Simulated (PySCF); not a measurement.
Si(Cl)3(SeH) (Cl3HSeSi), SMILES Cl[Si](Cl)(Cl)[SeH]. Atoms are numbered in the order given.

```xyz
6

Cl    -0.9006    -1.2346    -1.6471
Si     0.0093    -0.4257     0.0000
Cl    -0.9006    -1.2346     1.6471
Cl     1.9889    -0.9368     0.0000
Se    -0.0528     1.8245     0.0000
H     -1.5257     1.8303     0.0000
```
Charge 0, spin multiplicity 1.

The structure is a stationary point at PBE0-D3(BJ)/def2-SVP. The structure was generated by enumeration, and PubChem lists no compound with its InChIKey, so it may never have been made. Other conformers were not sampled.

These are PBE/pcSseg-1 run with PySCF values and carry that method's errors.

GIAO shieldings, no solvent; atoms listed in one row are averaged. δ = σ(ref) − σ: ³⁵Cl against HCl (σ = 936.5 ppm); ²⁹Si against TMS (σ = 335.4 ppm); ⁷⁷Se against Me2Se (σ = 1634.8 ppm); ¹H against TMS (σ = 31.49 ppm), references at their B3LYP-D3(BJ)/def2-TZVP geometries, non-relativistic (without spin–orbit terms, shifts of atoms bonded to Cl or Br come out too high).

Question: Estimate the chemical shifts. (Estimate from the structure and the level; the computed values follow.)

Answer: 
| nucleus | atoms | count | δ (ppm) |
|---|---|---|---|
| ³⁵Cl | Cl3, Cl1 | 2 | 262.7 |
| ³⁵Cl | Cl4 | 1 | 205.1 |
| ²⁹Si | Si2 | 1 | 44.1 |
| ⁷⁷Se | Se5 | 1 | -141.6 |
| ¹H | H6 | 1 | 2.07 |
